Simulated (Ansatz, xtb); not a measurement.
# Two structures of AlBF2Si

We compare X, `F[B]1[Si][Al]1[F]`, a triplet, with Y, a triplet given by its coordinates. Both are isolated molecules in the gas phase, relaxed with BLYP-D3(BJ)/def2-SVP.

X (Å):

```yaml
atoms:
  - { symbol: Al, position_ang: [-3.1919, -0.2086, -2.1062] }
  - { symbol: B, position_ang: [-3.5831, -1.8344, -0.7218] }
  - { symbol: F, position_ang: [-3.6668, -2.2071, 0.5405] }
  - { symbol: F, position_ang: [-2.8077, 1.4008, -2.4007] }
  - { symbol: Si, position_ang: [-3.7519, -2.4999, -2.6492] }
```

Y (Å):

| atom | x (Å) | y (Å) | z (Å) |
| --- | --- | --- | --- |
| Al | -0.2822 | 0.1529 | 0.2201 |
| B | 0.0498 | 1.6468 | -1.1929 |
| F | -1.5715 | 0.2038 | 1.2901 |
| F | 0.7225 | -1.1813 | 0.3622 |
| Si | 0.3551 | 3.0138 | -2.4924 |

Close contacts (Å): Al1–B2 2.08, Al1–F3 1.68, Al1–F4 1.68, B2–Si5 1.91.

Quicker runs give these differences E(Y) − E(X): GFN2-xTB −0.990 eV; HF/STO-3G −0.384 eV (at GFN2-xTB geometries); r2SCAN-D4/def2-SVP +0.289 eV (at GFN2-xTB geometries).

Estimate which is lower in electronic energy at CCSD(T)/def2-SVP + ΔMP2/def2-TZVPP, and by roughly how much.

The CCSD(T)/def2-SVP + ΔMP2/def2-TZVPP calculation puts structure Y lower, by 0.123 eV.

The same difference at several levels:

```json
{"level": "GFN2-xTB", "geometry": "GFN2-xTB", "E(Y) − E(X) (eV)": "−0.990", "departure from the last row (eV)": "−0.867", "job, with rough time for the two": "optimisation, 0.61 s"}
{"level": "HF/STO-3G", "geometry": "GFN2-xTB", "E(Y) − E(X) (eV)": "−0.384", "departure from the last row (eV)": "−0.261", "job, with rough time for the two": "single point, 5.5 s"}
{"level": "r2SCAN-D4/def2-SVP", "geometry": "GFN2-xTB", "E(Y) − E(X) (eV)": "+0.289", "departure from the last row (eV)": "+0.412", "job, with rough time for the two": "single point, 23 s"}
{"level": "BLYP-D3(BJ)/def2-SVP", "geometry": "BLYP-D3(BJ)/def2-SVP", "E(Y) − E(X) (eV)": "+0.140", "departure from the last row (eV)": "+0.263", "job, with rough time for the two": "optimisation, 2.1 min"}
{"level": "HF/def2-SVP", "geometry": "BLYP-D3(BJ)/def2-SVP", "E(Y) − E(X) (eV)": "−0.756", "departure from the last row (eV)": "−0.633", "job, with rough time for the two": "part of the CCSD(T) run"}
{"level": "MP2/def2-SVP", "geometry": "BLYP-D3(BJ)/def2-SVP", "E(Y) − E(X) (eV)": "−0.115", "departure from the last row (eV)": "+0.008", "job, with rough time for the two": "part of the CCSD(T) run"}
{"level": "CCSD(T)/def2-SVP", "geometry": "BLYP-D3(BJ)/def2-SVP", "E(Y) − E(X) (eV)": "−0.170", "departure from the last row (eV)": "−0.047", "job, with rough time for the two": "single point"}
{"level": "CCSD(T)/def2-SVP + ΔMP2/def2-TZVPP", "geometry": "BLYP-D3(BJ)/def2-SVP", "E(Y) − E(X) (eV)": "−0.123", "departure from the last row (eV)": "", "job, with rough time for the two": "single point, 2.3 min"}
```

r2SCAN-D4/def2-SVP, BLYP-D3(BJ)/def2-SVP put the two in the other order. The largest departure from CCSD(T)/def2-SVP + ΔMP2/def2-TZVPP is that of GFN2-xTB, 0.867 eV. At CCSD(T)/def2-SVP + ΔMP2/def2-TZVPP a singlet with the links of X lies below this triplet. The last row adds to CCSD(T) the change of the MP2 difference between the two basis sets, here +0.047 eV. The triplet state of Y needn't be its ground state.

With harmonic frequencies from BLYP-D3(BJ)/def2-SVP (ideal gas, rigid rotor, one conformer each, 298.15 K, 1 atm): on the last row, ΔE + ΔZPE = −0.133, ΔH = −0.132, ΔG = −0.124 eV.

Open shells are spin-unrestricted. The correlated steps freeze 13 core orbitals. Run with Ansatz 0.2.0, xtb 6.7.1; the last row on 1 thread of AMD EPYC (Zen 3) on a shared host.
